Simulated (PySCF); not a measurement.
**Worked example: chemical shift, span and skew from a shielding tensor**

BH3O2Se, SMILES OB(O)[SeH]. Atoms are numbered in the order given.

```xyz
7

B     -0.0069     0.9773     0.0000
O      1.1441     1.7260     0.0000
H      1.9620     1.2012     0.0000
O     -1.2198     1.6038     0.0000
H     -1.1044     2.5733     0.0000
Se     0.0360    -1.0055     0.0000
H     -1.4414    -1.1125     0.0000
```
Charge 0, spin multiplicity 1.

Geometry: PBE-D3(BJ)/def2-SVP. One conformer was computed; it need not be the lowest.

GIAO shieldings from PBE0/pcSseg-1 (PySCF), non-relativistic, no solvent. The symmetric part of the tensor of Se6 has the principal values 1834.6, 1926.7, 2417.0 ppm. The same nucleus in Me2Se has σ = 1740.1 ppm at this level (PySCF, at its B3LYP-D3(BJ)/def2-TZVP geometry).

Q: Work out the isotropic shielding, the ⁷⁷Se shift against Me2Se, the span and the skew.

A: 
σ(iso) = (σ11 + σ22 + σ33)/3 = 2059.4 ppm. δ = σ(ref) − σ(iso) = 1740.1 − (2059.4) = -319.3 ppm.
Span Ω = σ33 − σ11 = 582.4 ppm. Skew κ = 3(σ(iso) − σ22)/Ω = 0.68. Tumbling in solution averages the tensor to δ; in a static solid the shielding alone would spread this spin-1/2 line over Ω.
